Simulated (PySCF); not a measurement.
# Working out the ionisation energy of Zn²⁺

Zn²⁺ [Ar] 3d10 (1S) → Zn³⁺ [Ar] 3d9 (2D). Computed with PySCF 2.14 in jorge-DZP-DKH (8s6p2d1f, 43 functions), with scalar relativity by spin-free X2C-1e. Frozen: [Ar]. Energies in hartree (1 hartree = 27.21139 eV):

```
             part  Zn²⁺ (lower)  Zn³⁺ (upper)
              UHF  -1793.173847  -1791.809760
MP2 opposite-spin     -0.159404     -0.106984
    MP2 same-spin     -0.097478     -0.066065
```

Q: What does Hartree-Fock give?

A: (-1791.809760) − (-1793.173847) = 1.364087 hartree = 37.119 eV.

Q: What do MP2 and SCS-MP2 (6/5 opposite-spin, 1/3 same-spin) give?

A: The opposite-spin parts differ by 1.426 eV and the same-spin parts by 0.855 eV. MP2: 37.119 + (1.426) + (0.855) = 39.400 eV. SCS-MP2: 37.119 + 1.2 × (1.426) + (0.855)/3 = 39.115 eV.

Reference: 39.723 eV (measured; NIST Atomic Spectra Database, ionization energies), between the lowest levels; spin-orbit coupling is absent from the calculation.

A double-zeta basis recovers only part of the correlation energy.

What remains against the reference includes basis incompleteness, the frozen core and correlation beyond second order.
